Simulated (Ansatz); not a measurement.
Total energies of CBF5, SMILES `FB(F)C(F)(F)F`.

```xyz
7

F    -1.167    0.172    1.576
B    -0.538   -0.463    0.626
F    -0.639   -1.760    0.522
C     0.377    0.341   -0.436
F     1.647   -0.093   -0.389
F    -0.070    0.145   -1.687
F     0.391    1.657   -0.214
```

Charge 0, multiplicity 1. All single points use the PBE0-D4/def2-TZVP geometry. Basis def2-TZVPP, the Gaussian-basis code of Ansatz.

RPA on PBE orbitals: Hartree–Fock energy of these orbitals -560.03838 Eh, correlation -2.20795 Eh (frozen core).

```csv
functional,energy without D4 (Eh),D4 term (kJ/mol)
LDA (SPW92),-558.78604,–
revPBE,-562.35131,-42.2
BLYP,-562.49193,-27.1
B3LYP,-562.54786,-19.0
r2SCANh,-562.28012,-3.0
r2SCAN0,-562.23640,-3.3
BHLYP,-562.33589,-13.0
CAM-B3LYP,-562.40969,-9.8
ωB97X-V,-562.36383,–
ωB97M-V,-562.41858,–
```

(1) Give the same for PBE, r2SCAN, B97M-V, PBE0, HSE06 (plane-wave form), LC-ωPBE, B2PLYP, PBE-QIDH. (Estimate.)

B3LYP takes the VWN-RPA correlation (the form of Gaussian; ORCA's B3LYP/G). HSE06 is the plane-wave form, built on full-range PBE exchange. The double hybrids freeze the cores in their second-order part.

Results:

(1) Ansatz gave: 
```json
{"functional": "PBE", "energy without D4 (Eh)": "-561.99511", "D4 term (kJ/mol)": "-11.9"}
{"functional": "r2SCAN", "energy without D4 (Eh)": "-562.31051", "D4 term (kJ/mol)": "-2.9"}
{"functional": "B97M-V", "energy without D4 (Eh)": "-562.37831", "D4 term (kJ/mol)": "–"}
{"functional": "PBE0", "energy without D4 (Eh)": "-561.99639", "D4 term (kJ/mol)": "-9.9"}
{"functional": "HSE06 (plane-wave form)", "energy without D4 (Eh)": "-561.97363", "D4 term (kJ/mol)": "-9.1"}
{"functional": "LC-ωPBE", "energy without D4 (Eh)": "-562.23024", "D4 term (kJ/mol)": "–"}
{"functional": "B2PLYP", "energy without D4 (Eh)": "-562.23467", "D4 term (kJ/mol)": "–"}
{"functional": "PBE-QIDH", "energy without D4 (Eh)": "-561.92890", "D4 term (kJ/mol)": "–"}
```

LC-ωPBE has ω = 0.4 bohr⁻¹.
